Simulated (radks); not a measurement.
Initial-state core-level shifts of the bismuth ion Bi2+ when its valence configuration changes from [Hg] 6p1. All-electron calculation, scalar-relativistic Kohn-Sham, r2SCAN, spin-polarised, spherical densities, finite nucleus; open shells are filled with parallel spins first (spin-orbit coupling, left out, can overturn this in heavy ions); meta-GGA in the generalised Kohn-Sham scheme; Fermi nuclear charge, rms radius 5.5211 fm. Program: a radial shooting solver on a logarithmic mesh with Libxc functionals. Shifts are changes of the shell-averaged eigenvalues in eV (positive: less bound); the change of the density at the nucleus, which sets a Mossbauer isomer shift, is in e/bohr^3, on a base of 3.212e+06.

| valence | 3s | 4p | 5s | 5p | density at nucleus |
|---|---|---|---|---|---|
| [Xe] 4f13 5d10 6s2 6p2 | -25.700 | -21.446 | -11.186 | -9.566 | +321.4 |
| [Xe] 4f14 5d9.5 6s2 6p1.5 | -3.431 | -3.370 | -3.112 | -2.919 | +43.8 |
| [Xe] 4f14 5d10 6p3 | -3.310 | -3.317 | -3.317 | -3.288 | -728.6 |
| [Xe] 4f14 5d9 6s2 6p2 | -6.851 | -6.722 | -6.183 | -5.790 | +88.7 |
| [Xe] 4f13 5d10 6p4 | -29.201 | -24.944 | -14.652 | -12.987 | -478.8 |
| [Xe] 4f12 5d10 6s2 6p3 | -52.214 | -43.274 | -22.416 | -19.171 | +657.8 |
| [Xe] 4f14 5d10 6s1 6p2 | -1.541 | -1.549 | -1.559 | -1.547 | -371.1 |
